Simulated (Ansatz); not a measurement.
```xyz
9

C     0.112    1.199   -0.315
C     0.470   -0.245   -0.120
O     0.299   -0.719    1.278
Al   -0.706   -1.674    0.282
H     0.794    1.842    0.255
H    -0.906    1.426    0.011
H     0.198    1.470   -1.371
H     1.482   -0.459   -0.473
H    -1.744   -2.841    0.453
```

Charge 0, multiplicity 1.

Task: List the PBE/def2-TZVPP orbital energies in eV (Ansatz 0.2.0). (Estimate.)

Result: Computed: Occupied: -1506.69, -509.51, -269.77, -268.56, -107.03, -69.13, -68.95, -68.87, -24.03, -17.98, -13.98, -10.96, -10.53, -9.76, -9.42, -8.72, -8.07, -6.27, -5.07. Lowest empty: -1.88, -1.56, -0.54, 1.15, 1.89, 2.37, 2.56, 2.66.
